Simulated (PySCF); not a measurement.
Geometries of 3 isomers of C5H6ClFO, from PySCF, PBE0-D3(BJ)/def2-SVP geometry optimisation, gas phase. One conformer each, no zero-point energy, no frequencies.

**Question.** Which is lowest in electronic energy at this level?
A.
```xyz
14
angstrom
C      1.945   -0.184    0.667
C      0.734    0.516    0.169
F      0.912    1.830    0.055
C     -0.483    0.021   -0.170
C     -1.585    0.912   -0.653
C     -0.670   -1.428   -0.028
O      0.112   -2.232    0.376
Cl    -2.298   -1.982   -0.542
H      1.775   -0.587    1.677
H      2.196   -1.046    0.036
H      2.780    0.527    0.694
H     -1.967    0.572   -1.626
H     -1.230    1.944   -0.754
H     -2.436    0.902    0.045
```
B.
```xyz
14
angstrom
C     -2.069   -0.166   -0.264
C     -0.798   -0.374    0.556
C      0.173    0.739    0.369
C      1.455    0.691   -0.027
F      2.148    1.822   -0.137
C      2.205   -0.539   -0.374
O      1.784   -1.651   -0.346
Cl     3.875   -0.208   -0.867
H     -2.791   -0.973   -0.070
H     -2.560    0.789   -0.020
H     -1.848   -0.163   -1.342
H     -1.065   -0.403    1.629
H     -0.333   -1.338    0.319
H     -0.194    1.754    0.567
```
C.
```xyz
14
angstrom
C     -1.629    1.085   -0.708
O     -1.215   -0.249   -0.838
C      0.150   -0.406   -0.780
C      0.661   -1.687   -0.168
C      0.838   -0.403    0.518
C      1.284    0.240    1.575
F      1.895   -0.349    2.587
Cl     1.152    1.943    1.811
H     -1.225    1.722   -1.518
H     -2.725    1.097   -0.766
H     -1.313    1.517    0.258
H      0.704    0.008   -1.639
H      1.530   -2.179   -0.619
H     -0.106   -2.363    0.227
```

**Answer.** A. That is `O=C(/C(=C(/F)C)C)Cl`, 10.6 kcal/mol below the next.

| SMILES | atoms numbered as above | E (Eh) | relative (kcal/mol) | relative (kJ/mol) | dipole (D) |
| --- | --- | --- | --- | --- | --- |
| C/C(F)=C(/C)C(=O)Cl | [CH3:1]/[C:2]([F:3])=[C:4](/[CH3:5])[C:6](=[O:7])[Cl:8] | -828.44382 | 0.0 | 0.0 | 2.30 |
| CC/C=C(/F)C(=O)Cl | [CH3:1][CH2:2]/[CH:3]=[C:4](/[F:5])[C:6](=[O:7])[Cl:8] | -828.42697 | 10.6 | 44.2 | 2.93 |
| CO[C@@H]1C/C1=C(\F)Cl | [CH3:1][O:2][C@@H:3]1[CH2:4]/[C:5]1=[C:6](\[F:7])[Cl:8] | -828.35243 | 57.3 | 239.9 | 1.22 |

As drawn, the lowest has a C=O bond, which the highest lacks; the highest has a three-membered ring, which the lowest lacks.
